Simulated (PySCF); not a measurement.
A structure optimised at B3LYP-D3(BJ)/def2-SVP, used in a PySCF frequency run:

```
N
C 1 1.3319
C 1 1.3319 2 115.87
N 2 1.3436 1 124.17 3 0.00
C 4 1.3069 2 113.55 1 0.00
N 5 1.3069 4 128.69 2 0.00
H 2 1.0964 1 118.07 3 180.00
H 3 1.0964 1 118.07 2 180.00
```
Charge 0, spin multiplicity 2.

Problem. Write its SMILES, formula and point group.

Solution. [c]1ncncn1, C3H2N3, C2v

Problem. What are its rotational constants (standard atomic weights)?

Solution. 7.0964, 6.4626, 3.3823 GHz
